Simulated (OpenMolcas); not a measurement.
## Multiplet structure of W+

- Program: OpenMolcas
- Method: CASSCF
- Basis: ANO-RCC-VQZP [9s8p6d4f3g2h]
- Scalar Hamiltonian: DKH2, point nucleus
- Active space: 5 electrons in 11 orbitals (5d 6s 6d)
- State averaging: 2S+1 = 6 even, 6 roots; 2S+1 = 4 even, 35 roots kept (CI in the orbitals of an earlier block); 2S+1 = 2 even, 12 roots kept (CI in the orbitals of an earlier block)
- Spin-orbit coupling: state interaction with AMFI integrals over the reference wave functions, term energies averaged over their components

With spin-orbit coupling, above the lowest level:

```tsv
Configuration	Term	J	E (cm-1)	Measured (cm-1)	g	Term weight %	Second
5d4 6s	6D	1/2	0.0	0.0	3.287	92	8 4P
5d4 6s	6D	3/2	1021	1519	1.861	95	5 4P
5d4 6s	6D	5/2	2496	3172	1.656	97	
5d4 6s	6D	7/2	4245	4716	1.582	98	
5d4 6s	6D	9/2	6064	6147	1.547	96	4 4F
5d5	6S	5/2	6348	7420	1.974	93	5 5d4 6s 4P
5d4 6s	4P	1/2	11397		2.608	88	7 6D
5d4 6s	4P	3/2	12288		1.554	74	13 4D
5d4 6s	4F	3/2	13804	8711	0.555	83	9 4P
5d4 6s	4F	5/2	14320		1.301	44	31 4P
5d4 6s	4F	5/2	15958		1.290	47	37 4P
5d4 6s	4D	1/2	16828		0.112	96	4 4P
5d4 6s	4F	7/2	16896	13412	1.221	77	11 4G
5d4 6s	4D	3/2	17871		1.243	82	12 4P
```

Against the 7 measured excited levels shown (NIST Handbook of Basic Atomic Spectroscopic Data) the mean absolute deviation is 1600 cm-1; the largest miss in energy is 5d4 6s 4F 3/2: computed 13804, measured 8711 cm-1 (+58.5 %).

Spin-orbit coupling puts the lowest level 4263 cm-1 below the lowest spin-free term.

For 6D the intervals divided by the larger J are 680.8, 589.7, 499.8, 404.3 cm-1. Landé's interval rule makes them equal in pure LS coupling; they differ by 51 % of their mean. The multiplet is regular.

Without dynamic correlation excited terms often stand tens of per cent too high (terms of higher spin than the ground term too low), and those without a measured partner can miss by more than the paired ones. Terms from blocks run as CI alone lack orbitals of their own. Active for correlation alone: 6d; no level in the range computed is led by a configuration that fills it, so any true level of that kind is missing. Measured partners are found by configuration, term and J. A level has none where our copy of the source lacks it or the pairing is in doubt (some pairs that miss far off the trend of their configuration count as doubtful), and it then counts in no deviation. Only configurations of the active space appear. The first state left out of the spin-orbit step lies near 23000 cm-1 above the lowest spin-free state of the reference (among the parities and spins computed), and the list stops at four fifths of that energy or lower.

The term weight is that of the spin-free term in the level, not the purity of its configuration.
